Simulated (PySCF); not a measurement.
Molfile (atoms numbered from 1):
```
C5H10OSi
     RDKit          3D

 17 17  0  0  0  0  0  0  0  0999 V2000
    2.4269    1.0721   -0.9789 C   0  0  0  0  0  0  0  0  0  0  0  0
    1.4404    0.0880   -0.8786 O   0  0  0  0  0  0  0  0  0  0  0  0
    0.4610   -0.1385    0.4533 Si  0  0  0  0  0  4  0  0  0  0  0  0
   -0.8948    1.1738    0.6273 C   0  0  0  0  0  0  0  0  0  0  0  0
   -2.1341    0.3953    0.2667 C   0  0  0  0  0  0  0  0  0  0  0  0
   -2.0370   -0.9216    0.0272 C   0  0  0  0  0  0  0  0  0  0  0  0
   -0.6903   -1.5913    0.1179 C   0  0  0  0  0  0  0  0  0  0  0  0
    1.9954    2.0877   -1.0582 H   0  0  0  0  0  0  0  0  0  0  0  0
    3.0240    0.8901   -1.8856 H   0  0  0  0  0  0  0  0  0  0  0  0
    3.1157    1.0652   -0.1127 H   0  0  0  0  0  0  0  0  0  0  0  0
    1.3343   -0.2585    1.6654 H   0  0  0  0  0  0  0  0  0  0  0  0
   -0.7410    2.0342   -0.0481 H   0  0  0  0  0  0  0  0  0  0  0  0
   -0.9630    1.5955    1.6459 H   0  0  0  0  0  0  0  0  0  0  0  0
   -3.1017    0.9062    0.2043 H   0  0  0  0  0  0  0  0  0  0  0  0
   -2.9232   -1.5108   -0.2340 H   0  0  0  0  0  0  0  0  0  0  0  0
   -0.6663   -2.3577    0.9123 H   0  0  0  0  0  0  0  0  0  0  0  0
   -0.4193   -2.1083   -0.8188 H   0  0  0  0  0  0  0  0  0  0  0  0
  1  2  1  0
  2  3  1  0
  3  4  1  0
  4  5  1  0
  5  6  2  0
  6  7  1  0
  7  3  1  0
  1  8  1  0
  1  9  1  0
  1 10  1  0
  3 11  1  0
  4 12  1  0
  4 13  1  0
  5 14  1  0
  6 15  1  0
  7 16  1  0
  7 17  1  0
M  END
```

Geometry: PBE0-D3(BJ)/def2-SVP; GIAO absolute shieldings from PySCF, gas phase, non-relativistic, averaged over equivalent atoms.

At PBE0/pcSseg-1 (176 basis functions, 26 s wall time on 1 thread of an Arm Neoverse V2, shared host):
```tsv
atoms	σ (ppm)
C5/C6	44.2
C1	131.5
C4/C7	166.1
O2	318.9
Si3	326.3
H14/H15	25.20
H11	26.06
H8/H9/H10	27.68
H12/H17	29.74
H13/H16	29.89
```

Problem. What do these become at CAM-B3LYP/pcSseg-1?

Solution. 
```
    atoms  σ at CAM-B3LYP/pcSseg-1  change
    C5/C6                     39.5    -4.7
       C1                    129.6    -1.9
    C4/C7                    164.9    -1.2
       O2                    321.7    +2.8
      Si3                    319.2    -7.1
  H14/H15                    25.32   +0.12
      H11                    26.27   +0.21
H8/H9/H10                    27.71   +0.03
  H12/H17                    29.91   +0.17
  H13/H16                    30.06   +0.17
```

The largest change is at Si3 (silicon bonded to 2 C, O, H, in a 5-membered ring). Cost: 176 basis functions, 32 s wall time on 1 thread of an Arm Neoverse V2, shared host. The order of the carbon signals is the same at both levels.
